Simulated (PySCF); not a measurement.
## Fractional electron number in Sc²⁺ (scandium, charge +2)

The 3d alpha orbital of [Ar] 3d1 is emptied in steps (occupation f), with all orbitals relaxed, ending at [Ar]. All numbers are calculated (PySCF 2.14, the spin-free X2C one-electron Hamiltonian (Gaussian nucleus), in aug-cc-pVTZ-DK (8s7p5d3f2g, 93 functions)). The exact energy is a straight line in f; departures are measured from the line between the end points of the same method.

Task: Among UHF, LDA, PBE, which shows the largest delocalisation error (convex curve), and which is closest to linear?

Result: Most convex: LDA (-1.695 eV at f = 0.4); closest to linear: UHF (0.187 eV).

```tsv
f	UHF (eV)	LDA (eV)	PBE (eV)
1	0.000	0.000	0.000
0.8	0.130	-1.104	-1.082
0.6	0.190	-1.676	-1.640
0.4	0.187	-1.695	-1.656
0.2	0.122	-1.142	-1.114
0	0.000	0.000	0.000
```

```tsv
method	E(f=0) − E(f=1) (eV)	−ε at f=1 (eV)	−ε at f=0.4 (eV)
UHF	23.834	24.661	23.660
LDA	25.366	18.555	26.687
PBE	25.314	18.633	26.617
```

Reference removal energy between the ground levels: 24.757 eV (measured; NIST Atomic Spectra Database, ionization energies). The calculation has no spin-orbit coupling. UHF lacks correlation.
